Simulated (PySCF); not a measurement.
# Working out the ionisation energy of S²⁺

S²⁺ [Ne] 3s2 3p2 (3P) → S³⁺ [Ne] 3s2 3p1 (2P). All numbers are calculated (PySCF 2.14, the non-relativistic Hamiltonian (point nucleus), in aug-cc-pwCVTZ (8s7p5d3f, 75 functions)). Frozen: [Ne]. Energies in hartree (1 hartree = 27.21139 eV):

```
            part  S²⁺ (lower)  S³⁺ (upper)
             UHF  -396.335676  -395.080448
CCSD correlation    -0.091171    -0.071593
             (T)    -0.002316    -0.001065
```

Q: What does Hartree-Fock give?

A: (-395.080448) − (-396.335676) = 1.255228 hartree = 34.156 eV.

Q: What do CCSD and CCSD(T) give?

A: The CCSD correlation energies differ by 0.019578 hartree = 0.533 eV and the triples by 0.001251 hartree = 0.034 eV, so CCSD gives 34.689 eV and CCSD(T) 34.723 eV.

A first-order spin-orbit estimate adds -0.009 eV to CCSD(T) (valence), giving 34.714 eV against 34.86 ± 0.04 eV (semi-empirical (NIST evaluation); NIST Atomic Spectra Database, ionization energies).

What remains against the reference includes basis incompleteness, the frozen core and higher excitations.
